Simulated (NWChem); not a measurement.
Molecule: VNH$_{2}$OF$_{2}$; SMILES [NH]=[V]([OH])([F])[F]

```xyz
7

V      0.0244     0.0000     0.0345
N     -0.0238    -0.0001    -1.5536
H      0.0641     0.0001    -2.5691
F      0.8501    -1.4146     0.5597
F      0.8451     1.4177     0.5597
O     -1.6085    -0.0029     0.6248
H     -2.3845    -0.0046     0.0528
```
Atoms are numbered in this order, from 1.

Level: PBE0/def2-SVP (NWChem), optimised geometry, unscaled harmonic frequencies. 

### Question
List the harmonic frequencies with IR intensities, and the thermochemistry.

### Answer
```
frequency (cm⁻¹)  IR intensity (km/mol)
----------------  ---------------------
211                                 2.6
225                                 0.7
271                                43.6
274                                 5.3
291                                 8.5
415                                 3.2
478                               219.7
490                               202.7
700                                85.8
746                                91.6
813                               216.3
854                               162.4
1144                              125.6
3640                              230.9
3909                              205.2
```

```json
{
 "zero_point_energy": "20.7 kcal/mol",
 "thermal correction to the enthalpy at 298.15 K (with zero-point energy)": "25.3 kcal/mol",
 "heat capacity Cv": "21.7 cal/(mol K)",
 "entropy at 298.15 K and 1 atm (symmetry number 1)": "78.4 cal/(mol K)",
 "dipole_moment": "3.70 D"
}
```

Rigid rotor and harmonic oscillator.
